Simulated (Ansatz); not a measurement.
```xyz
9

C     0.8711    0.0069    0.0048
C    -0.4312    0.7594   -0.0017
C    -0.4355   -0.7453    0.0086
H     1.4587    0.0045    0.9247
H     1.4648   -0.0090   -0.9130
H    -0.7266    1.2752   -0.9163
H    -0.7385    1.2730    0.9176
H    -0.7364   -1.2581    0.9144
H    -0.7336   -1.2608   -0.9244
```

Basis set: STO-3G (spherical functions). Correlated methods keep 3 orbitals frozen. Charge 0, multiplicity 1.

Computed with Ansatz (development build ahead of 0.2.0); each method stands on the lowest determinant of its kind that the runs found. Restricted open shells among the atoms or ions are ROHF, correlated in semicanonical orbitals with singles.

The atomization energy at this shape (free ground-state atoms in the same class of orbitals less the molecule, no zero-point energy) of singlet C₃H₆:

| method | atomization energy |
| --- | --- |
| RHF | 34.57 eV |

Task: What does RHF-MP2 give?

Result: 38.08 eV.

This basis has no polarisation functions and is too small for such energies, which can lie far from measured ones in either direction.
